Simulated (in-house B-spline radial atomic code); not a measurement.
Computed with a B-spline radial atomic code. Model: two electrons, singlet ground state, non-relativistic, full CI in B-splines with partial waves to l = 8 (at full coupling up to 3e-4 hartree above the limit, correlation up to 0.6 % small), density held at that of full coupling by Lieb maximisation.

W(λ) is the mean repulsion in the state of coupling λ less the Hartree energy of the fixed density. Its start is exact exchange, its initial slope is twice the second-order Görling-Levy correlation energy, and its area from 0 to 1 is E_xc. A straight curve means weak, dynamic correlation, and a curve that drops fast and flattens means strong correlation.

Command:
```bash
python run_ac.py task.json out
```
Settings (lengths in bohr, energies in hartree):
```
potential              ball
strength               1
lmax                   8
wall_radius            0.393
```

Cost of the run: 2.7 s on 1 thread of Intel(R) Xeon(R) Processor @ 2.30GHz, with other jobs on the host.

**W = mean repulsion less Hartree energy, and W of three functionals.**

Given: confinement empty hard sphere; hard wall radius 0.393 bohr; external potential zero inside.

Computed: LDA exchange minus exact 608.35 millihartree; SCAN exchange minus exact -39.724 millihartree.

| coupling | W xc (hartree) | W xc minus exchange (millihartree) | kinetic minus Kohn-Sham (millihartree) | LDA (PW92) W minus its exchange (millihartree) | PBE W minus its exchange (millihartree) | SCAN W minus its exchange (millihartree) |
| --- | --- | --- | --- | --- | --- | --- |
| 0 | -4.5162 | 0 | 0 | 0 | 0 | 0 |
| 0.02 | ? | ? | ? | ? | ? | ? |
| 0.05 | -4.5217 | -5.52 | 0.1 | -33.77 | -10 | -4.9 |
| 0.12 | -4.5294 | -13.194 | 0.8 | -68.35 | -23.5 | -11.65 |
| 0.25 | -4.5435 | -27.286 | 3.4 | -120.69 | -47.4 | -23.97 |
| 0.4 | -4.5595 | -43.293 | 8.6 | -171.48 | -73.43 | -37.87 |
| 0.6 | -4.5804 | -64.22 | 19.1 | -230.02 | -106.11 | -55.97 |
| 0.8 | -4.6009 | -84.685 | 33.4 | -281.66 | -136.88 | -73.62 |
| 1 | ? | ? | ? | ? | ? | ? |
| 1.4 | -4.6596 | -143.42 | 97.8 | -411.31 | -220.46 | -124.21 |
| 2 | -4.7146 | -198.39 | 191.1 | -517.42 | -294.23 | -171.7 |
| 3 | -4.7986 | -282.43 | 400.4 | -663.25 | -401.68 | -244.99 |
| 4.5 | -4.9092 | -392.98 | 812.8 | -837.42 | -537.28 | -343.41 |
| 7 | -5.0601 | -543.95 | 1673.2 | -1058.6 | -718.23 | -483.21 |
| 10 | -5.2006 | -684.39 | 2857.6 | -1257.4 | -887.44 | -620.73 |

Question: What belongs in the row 0.02?

Answer: W xc (hartree): -4.5184; W xc minus exchange (millihartree): -2.211; kinetic minus Kohn-Sham (millihartree): 0; LDA (PW92) W minus its exchange (millihartree): -15.76; PBE W minus its exchange (millihartree): -4.04; SCAN W minus its exchange (millihartree): -1.97.

Question: What belongs in the row 1?

Answer: W xc (hartree): -4.6209; W xc minus exchange (millihartree): -104.7; kinetic minus Kohn-Sham (millihartree): 51.4; LDA (PW92) W minus its exchange (millihartree): -328.4; PBE W minus its exchange (millihartree): -166.06; SCAN W minus its exchange (millihartree): -90.86.

Question: What is the PBE exchange minus exact?

Answer: 191.86 millihartree.

**Energy parts, natural occupations and partial-wave weights.**

Computed: exchange energy -4.5162 hartree; correlation energy -0.053326 hartree; kinetic part of the DFT correlation energy 0.051372 hartree; kinetic part over minus potential part 0.49067; Hartree energy 9.0323 hartree; Kohn-Sham kinetic 63.916 hartree; Lieb Oxford ratio E_xc over LDA exchange 1.1693.

```json
{"natural": "s", "occupation of the shell (electrons)": "1.9988"}
{"natural": "p", "occupation of the shell (electrons)": "0.00112"}
{"natural": "d", "occupation of the shell (electrons)": "5.747e-05"}
{"natural": "s", "occupation of the shell (electrons)": "?"}
{"natural": "f", "occupation of the shell (electrons)": "8.0441e-06"}
{"natural": "p", "occupation of the shell (electrons)": "5.9672e-06"}
```

Question: What belongs in the row s?

Answer: occupation of the shell (electrons): 2.7349e-05.

```csv
wave,weight
s,0.9994
p,0.00056312
d,?
f,4.2862e-06
g,1.0005e-06
```

Question: What belongs in the row d?

Answer: weight: 2.9552e-05.

Question: What is the initial slope twice GL2?

Answer: -0.11068 hartree.

Question: What is the total energy?

Answer: 68.3792 hartree.

Half-way to full coupling W has made 51 % of its drop, against 50 % for a straight line, and second-order (GL2) theory, half the initial slope, overshoots the correlation energy by about 4 %: correlation is weak here. Over couplings 0 to 1 the errors in E_xc come to about +471 millihartree for LDA, +158 millihartree for PBE, -33 millihartree for SCAN, so SCAN is nearest. In LDA and PBE and SCAN the errors of exchange and correlation have opposite signs, so the sum is smaller than the larger of the two.
